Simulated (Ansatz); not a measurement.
Abridged output of a molecular run in Ansatz:

```
Functional definition: HF
1153 factors; integrals over basis functions are off by at most 9.5e-4 eV
mean field evaluation 1: about -12422.0918 eV, gradient 5.1e1 eV
mean field evaluation 2: about -12422.1785 eV, gradient 5.1e1 eV
mean field evaluation 4: about -12426.6876 eV, gradient 3.0e0 eV
mean field evaluation 8: about -12426.7452 eV, gradient 2.8e-1 eV
mean field -12426.74558318 eV, -456.6744770312 hartree, gradient 4.0e-6 eV, S^2 0.000000; 0 other end points of the search recorded, 0 dependent functions left out
8 core orbitals not correlated: weight in the atoms' cores, before any rotation towards them, 1.000 or more for the frozen orbitals, at most 0.000 for the correlated occupied ones
reference -12426.74558318 eV, -456.6744770312 hartree; 12, 12 occupied and 171, 171 virtual orbitals, 1153 factors
second order -20.40584159 eV of doubles, -0.00000000 eV of singles
cycle   1  -20.42093800 eV  change   -1.5e-2 eV  update   9.1e-2
cycle   2  -20.82267536 eV  change   -4.0e-1 eV  update   2.6e-2
cycle   3  -20.92774041 eV  change   -1.1e-1 eV  update   1.4e-2
cycle   4  -20.91766801 eV  change    1.0e-2 eV  update   3.1e-3
cycle   5  -20.91600890 eV  change    1.7e-3 eV  update   1.3e-3
cycle   6  -20.91659871 eV  change   -5.9e-4 eV  update   3.9e-4
cycle   7  -20.91640999 eV  change    1.9e-4 eV  update   1.3e-4
cycle   8  -20.91635493 eV  change    5.5e-5 eV  update   3.8e-5
cycle   9  -20.91636589 eV  change   -1.1e-5 eV  update   1.3e-5
perturbative correction -0.67565944 eV, -0.0248300265 hartree
Total energy: -12448.33760851 eV, -457.4679693264 hartree
```

Its atoms:

```xyz
8

C     1.128    0.164    0.570
Al   -0.586    0.215   -0.315
O    -1.424   -1.212   -0.652
F    -1.274    1.650   -0.764
H     1.856   -0.387   -0.031
H     1.052   -0.356    1.530
H     1.523    1.164    0.752
H    -2.274   -1.239   -1.090
```

(1) Which basis set was used?
A. def2-SVP
B. cc-pV(Q+d)Z
C. def2-TZVPP
D. cc-pV(D+d)Z

(2) Write the keys of the input that set method, charge and spin (a neutral closed shell needs none for the last two).

## Answers

(1) C. It gives 191 functions.

(2) 
```yaml
correlation: {method: ccsd_t}
```
